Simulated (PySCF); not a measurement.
SeF3, SMILES F[Se+](F)F, charge +1.

Geometry: r2SCAN-D4/def2-SVP. The multiplicity is an assumed one; other spin states were not compared. The isomer is the one that the SMILES or the coordinates give; other isomers of the formula were not compared.

All values below come from TDDFT-B3LYP/def2-SVPD run with PySCF 2.14.0.

Vertical excitations; the highest root listed may be one member of a degenerate set. The molecule is in vacuum. State labels are in the subgroup Cs.

Question: Estimate the UV-visible absorptions. (An estimate is asked for; the answer gives what the named calculation found.)

Answer: 
```json
[
 {"state": "S1", "symmetry": "A\"", "energy (eV)": "7.71", "λ (nm)": "161", "f": "0.031", "main pairs": "HOMO→LUMO, HOMO−1→LUMO+1 (degenerate set)"},
 {"state": "S2", "symmetry": "A'", "energy (eV)": "7.71", "λ (nm)": "161", "f": "0.031", "main pairs": "HOMO→LUMO+1, HOMO−1→LUMO (degenerate set)"},
 {"state": "S3", "symmetry": "A'", "energy (eV)": "8.14", "λ (nm)": "152", "f": "0.012", "main pairs": "HOMO−1→LUMO, HOMO−2→LUMO+1, HOMO−3→LUMO (degenerate set)"},
 {"state": "S4", "symmetry": "A\"", "energy (eV)": "8.14", "λ (nm)": "152", "f": "0.012", "main pairs": "HOMO−1→LUMO+1, HOMO−3→LUMO+1, HOMO−2→LUMO (degenerate set)"},
 {"state": "S5", "symmetry": "A\"", "energy (eV)": "8.29", "λ (nm)": "149", "f": "0.000", "main pairs": "HOMO−2→LUMO 50 %, HOMO−3→LUMO+1 50 %"},
 {"state": "S6", "symmetry": "A'", "energy (eV)": "8.31", "λ (nm)": "149", "f": "0.009", "main pairs": "HOMO−2→LUMO+1 49 %, HOMO−3→LUMO 49 %"},
 {"state": "S7", "symmetry": "A\"", "energy (eV)": "8.35", "λ (nm)": "148", "f": "0.016", "main pairs": "HOMO−3→LUMO+1, HOMO−2→LUMO, HOMO−1→LUMO+1, HOMO→LUMO (degenerate set)"},
 {"state": "S8", "symmetry": "A'", "energy (eV)": "8.35", "λ (nm)": "148", "f": "0.016", "main pairs": "HOMO−3→LUMO, HOMO−2→LUMO+1, HOMO−1→LUMO, HOMO→LUMO+1 (degenerate set)"},
 {"state": "S9", "symmetry": "A\"", "energy (eV)": "8.98", "λ (nm)": "138", "f": "0.000", "main pairs": "HOMO−4→LUMO 44 %, HOMO−5→LUMO+1 44 %, HOMO−1→LUMO+2 11 %"},
 {"state": "S10", "symmetry": "A'", "energy (eV)": "9.02", "λ (nm)": "137", "f": "0.042", "main pairs": "HOMO→LUMO+2 65 %, HOMO−4→LUMO+1 17 %, HOMO−5→LUMO 17 %"},
 {"state": "T1", "symmetry": "A'", "energy (eV)": "6.30", "λ (nm)": "197", "f": "0", "main pairs": "HOMO→LUMO+1 (degenerate set)"},
 {"state": "T2", "symmetry": "A\"", "energy (eV)": "6.30", "λ (nm)": "197", "f": "0", "main pairs": "HOMO→LUMO (degenerate set)"},
 {"state": "T3", "symmetry": "A\"", "energy (eV)": "7.56", "λ (nm)": "164", "f": "0", "main pairs": "HOMO−1→LUMO+1 (degenerate set)"},
 {"state": "T4", "symmetry": "A'", "energy (eV)": "7.56", "λ (nm)": "164", "f": "0", "main pairs": "HOMO−1→LUMO (degenerate set)"}
]
```
Triplets are in the Tamm–Dancoff approximation, which puts them higher than full response would, so one can lie above its singlet here.
